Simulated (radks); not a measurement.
Problem. The gold ion Au27+, 52 electrons, occupied as [Kr] 4d10 4f6 (the NIST ground configuration). All-electron calculation, scalar-relativistic Kohn-Sham, r2SCAN, spin-polarised, spherical densities, finite nucleus; open shells are filled with parallel spins first (spin-orbit coupling, left out, can overturn this in heavy ions); meta-GGA in the generalised Kohn-Sham scheme; Fermi nuclear charge, rms radius 5.4371 fm. Program: a radial shooting solver on a logarithmic mesh with Libxc functionals. Some entries of the table are withheld. Estimate them.

orbital,occ.,eigenvalue (eV),<r^2> (bohr^2)
1s down,1,-81725.88,0.0003934
1s up,1,-81725.85,0.0003934
2s up,1,-15175.28,0.005996
2s down,1,-15175.16,0.005995
2p up,3,-13237.93,0.005049
2p down,3,-13237.80,0.005049
3s up,1,-4267.656,0.03847
3s down,1,-4258.734,0.03836
3p up,3,-3702.793,0.03951
3p down,3,-3693.738,0.03938
3d up,5,-3098.810,0.03275
3d down,5,-3091.911,0.03260
4s up,1,(1),0.1739
4s down,1,(2),0.1747
4p up,3,-1373.911,0.1926
4p down,3,-1361.357,0.1936
4d up,5,-1142.546,0.2046
4d down,5,-1129.833,0.2061
4f up,6,-893.4311,0.1950
4f down,0,-878.9076,0.1974

Solution. 
(1) 4s up eigenvalue (eV): -1568.698
(2) 4s down eigenvalue (eV): -1555.507
